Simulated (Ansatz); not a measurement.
Si₁₅ (the lowest singlet isomer of a short search), 15 atoms. Hardware: 4 threads of Arm Neoverse V1 on a shared host.

Correlated methods freeze 75 core orbitals.

Problem. How many basis functions does each of these Ansatz runs have, and roughly what does it cost? PBE0-D4/def2-SVP, charge -1 doublet at the geometry of the charge 0 singlet, energy; r2SCAN-D4/def2-SVP, charge 0 singlet, energy and forces, from earlier orbitals; PBE0-D4/def2-SVP, charge 0 triplet at the geometry of the charge 0 singlet, energy; HF/STO-3G, charge 0 singlet, energy; PBE0-D4/def2-SVP, charge 0 singlet, energy; PBE-D4/def2-SVP, charge 1 doublet at the geometry of the charge 0 singlet, energy, from earlier orbitals; PBE0-D4/def2-SVP, charge 1 doublet at the geometry of the charge 0 singlet, energy; MP2/def2-SVP, charge 0 singlet, energy, from earlier orbitals; r2SCAN-D4/def2-SVP, charge 0 triplet at the geometry of the charge 0 singlet, energy, from earlier orbitals; PBE-D4/def2-SVP, charge 0 triplet at the geometry of the charge 0 singlet, energy, from earlier orbitals; PBE-D4/def2-SVP, charge -1 doublet at the geometry of the charge 0 singlet, energy, from earlier orbitals; PBE-D4/def2-SVP, charge 0 singlet, energy, from earlier orbitals.

Solution. Other jobs shared the machine, so times can vary by a factor of up to 3.

```json
{"run": "HF/STO-3G, charge 0 singlet, energy", "functions": "135", "fitting or Cholesky vectors": "1519", "wall time": "4.2 s", "peak host memory (GiB)": "0.69"}
{"run": "PBE-D4/def2-SVP, charge 0 singlet, energy, from earlier orbitals", "functions": "270", "fitting or Cholesky vectors": "2940", "wall time": "12 s", "peak host memory (GiB)": "0.79"}
{"run": "PBE0-D4/def2-SVP, charge 0 singlet, energy", "functions": "270", "fitting or Cholesky vectors": "2490", "wall time": "24 s", "peak host memory (GiB)": "1.7"}
{"run": "PBE-D4/def2-SVP, charge -1 doublet at the geometry of the charge 0 singlet, energy, from earlier orbitals", "functions": "270", "fitting or Cholesky vectors": "2940", "wall time": "27 s", "peak host memory (GiB)": "0.94"}
{"run": "PBE-D4/def2-SVP, charge 1 doublet at the geometry of the charge 0 singlet, energy, from earlier orbitals", "functions": "270", "fitting or Cholesky vectors": "2940", "wall time": "29 s", "peak host memory (GiB)": "0.93"}
{"run": "r2SCAN-D4/def2-SVP, charge 0 singlet, energy and forces, from earlier orbitals", "functions": "270", "fitting or Cholesky vectors": "2940", "wall time": "29 s", "peak host memory (GiB)": "0.87"}
{"run": "MP2/def2-SVP, charge 0 singlet, energy, from earlier orbitals", "functions": "270", "fitting or Cholesky vectors": "2490", "wall time": "30 s", "peak host memory (GiB)": "1.5"}
{"run": "PBE-D4/def2-SVP, charge 0 triplet at the geometry of the charge 0 singlet, energy, from earlier orbitals", "functions": "270", "fitting or Cholesky vectors": "2940", "wall time": "30 s", "peak host memory (GiB)": "0.93"}
{"run": "PBE0-D4/def2-SVP, charge -1 doublet at the geometry of the charge 0 singlet, energy", "functions": "270", "fitting or Cholesky vectors": "2490", "wall time": "79 s", "peak host memory (GiB)": "2.6"}
{"run": "PBE0-D4/def2-SVP, charge 1 doublet at the geometry of the charge 0 singlet, energy", "functions": "270", "fitting or Cholesky vectors": "2490", "wall time": "88 s", "peak host memory (GiB)": "2.6"}
{"run": "PBE0-D4/def2-SVP, charge 0 triplet at the geometry of the charge 0 singlet, energy", "functions": "270", "fitting or Cholesky vectors": "2490", "wall time": "1.7 min", "peak host memory (GiB)": "2.6"}
{"run": "r2SCAN-D4/def2-SVP, charge 0 triplet at the geometry of the charge 0 singlet, energy, from earlier orbitals", "functions": "270", "fitting or Cholesky vectors": "2940", "wall time": "3.1 min", "peak host memory (GiB)": "2"}
```
